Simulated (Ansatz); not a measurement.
Computed with Ansatz on PBE0-D4/def2-TZVP structures; ΔE is electronic, products minus reactants. CBS: MP2 limit from def2 TZ/QZ plus the TZ coupled-cluster correction, frozen cores. This one scheme is used for every species. DFT in def2-TZVPP. def2 core potentials past Kr. For I outer-core shells are correlated without core-valence functions, which leaves a few kJ/mol of doubt a bond. One conformer a species, not always the lowest.

Reaction (cleavage of the Si–B bond): `FC[SiH2]BS` + HI → `FC[SiH2]I` + `BS`

`FC[SiH2]BS`:

Z-matrix (Å, degrees):
```
C
Si 1 1.899
F 1 1.391 2 110.9
H 1 1.096 2 111.1 3 120.2
H 1 1.096 2 111.1 3 -120.2
B 2 2.012 1 112.1 3 179.9
H 2 1.490 1 108.9 3 -58.8
H 2 1.490 1 108.9 3 58.7
S 6 1.764 2 119.3 1 -0.3
H 6 1.193 2 121.4 1 179.7
H 9 1.347 6 100.7 2 -180.0
```

HI:

Z-matrix (Å, degrees):
```
I
H 1 1.610
```

`FC[SiH2]I`:

```xyz
8

F    -0.437    0.072    1.894
C    -0.148    0.725    0.708
Si   -0.031   -0.494   -0.732
I     1.841   -2.014   -0.395
H     0.788    1.278    0.832
H    -0.947    1.451    0.509
H     0.204    0.281   -1.976
H    -1.271   -1.297   -0.840
```

`BS`:

Z-matrix (Å, degrees):
```
B
S 1 1.765
H 1 1.192 2 115.8
H 1 1.190 2 121.4 3 -180.0
H 2 1.344 1 99.2 3 180.0
```

| level | ΔE (kJ/mol) |
| --- | --- |
| r2SCAN | -96.8 |
| CCSD(T)/def2-TZVPP | -93.2 |
| HF/def2-QZVPP | -113.9 |
| MP2/def2-QZVPP | -111.3 |

(1) What does CCSD(T)/CBS give? (Best estimate.)

Largest T1 diagnostic among the species: 0.015.

Answers

(1) The calculation gave: -101.0 kJ/mol. The listed levels differ from it by 4.2, 7.8, -12.9, -10.3 kJ/mol.

From PBE to PBE0 (25 % exact exchange), in def2-TZVPP and without D4, ΔE moves by −5.9 kJ/mol. In def2-TZVPP, CCSD(T) changes the Hartree–Fock value by +19.9 kJ/mol (the triples alone add +1.7 kJ/mol) and MP2 by +6.6 kJ/mol.
